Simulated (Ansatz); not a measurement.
Ge₃H₈⁺, that is Ge(GeH3)2H2 with one electron fewer, relaxed as a doublet with UKS r2SCAN-D4/def2-SVP in Ansatz, starting from the r2SCAN-D4/def2-SVP geometry of the neutral singlet. Force threshold 0.02 eV/Å.

Start:

```xyz
11

Ge    0.079    0.642    0.761
Ge   -0.069   -1.758    1.004
H    -1.409   -2.265    0.445
H     0.033   -2.170    2.481
H     1.069   -2.438    0.225
Ge    0.008    1.283   -1.568
H    -1.324    0.843   -2.198
H     1.155    0.604   -2.336
H     0.147    2.805   -1.725
H     1.393    1.142    1.391
H    -1.083    1.312    1.519
```

```tsv
step	energy (eV)	largest force component (eV/Å)	SCF passes
1	-169653.8734	2.441	17
2	-169654.4778	0.605	20
3	-169654.5594	0.103	20
4	-169654.5663	0.065	20
5	-169654.5760	0.075	20
6	-169654.5812	0.046	20
7	-169654.5818	0.019	19
```

Force components are those of the run's own axes.

End:

Cartesian coordinates in Å:
```
Ge 0.115 0.823 0.976
Ge -0.084 -1.698 0.731
H -1.448 -1.960 0.107
H 0.012 -1.976 2.240
H 1.116 -2.155 -0.089
Ge -0.012 1.004 -1.555
H -1.375 0.453 -1.957
H 1.192 0.253 -2.106
H 0.107 2.536 -1.574
H 1.464 1.268 1.543
H -1.087 1.451 1.682
```

By distances, no bond broke or formed. The bond that changes most is Ge1–Ge2, from 2.42 to 2.54 Å (atoms count from 1).

No frequencies were taken in this run, so the end may be a saddle point.

Hardware: 4 threads of Arm Neoverse V1 on a shared host. Wall time 31 s.
